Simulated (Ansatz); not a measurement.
`COC[SiH2]O` → dimethyl ether + `O[SiH]` at 700 K and 1 bar (silylene formation by 1,1-elimination).

Program: Ansatz. Geometries: PBE0-D4/def2-TZVP. ΔE: electronic, gas phase. CCSD(T)/CBS adds triple-zeta CCSD(T) − MP2 to the extrapolated MP2 energy (def2 sets, frozen cores). This one scheme is used for every species. One conformer a species, not always the lowest.

```csv
species,CCSD(T)/CBS energy (Eh),H − E (kJ/mol),S (J/(mol·K))
`COC[SiH2]O`,-520.36507,353.3,488.0
`COC`,-154.86276,259.9,338.3
`O[SiH]`,-365.43832,87.6,287.3
```

H − E and S are ideal-gas, rigid-rotor, harmonic terms from PBE0-D4/def2-TZVP, for one conformer and one mirror image of each species. 1 Eh = 2625.50 kJ/mol, R = 8.31446 J/(mol·K).

Problem. By hand: ΔE, ΔH, ΔS and ΔG.

Solution. ΔE = (-154.86276) + (-365.43832) − (-520.36507) = 0.06399 Eh = 168.0 kJ/mol. Δ(H − E) = 259.9 + 87.6 − 353.3 = -5.8, so ΔH = 162.2 kJ/mol. ΔS = 338.3 + 287.3 − 488.0 = 137.6 J/(mol·K). ΔG = 162.2 − 700 × (137.6)/1000 = 65.9 kJ/mol.

Problem. By hand: the equilibrium constant, and the temperature at which ΔG would vanish if ΔH and ΔS stayed fixed.

Solution. log₁₀ K = −ΔG/(RT ln 10) = -4.9. ΔG = 0 at ΔH/ΔS = 1179 K.

The number of gas molecules changes by +1, which sets the sign of ΔS. A doubt of 5 kJ/mol in ΔE shifts log₁₀ K by 0.4 here. Other conformers and mirror images would add mixing entropy, several J/(mol·K) or more a flexible species. Modes under 60 cm⁻¹, often nearly free rotors, make the harmonic entropy too high. These are equilibria of isolated gas molecules and say nothing of rates. Largest T1 diagnostic: 0.016 (customary marks: 0.02 for closed shells, 0.045 for open ones).
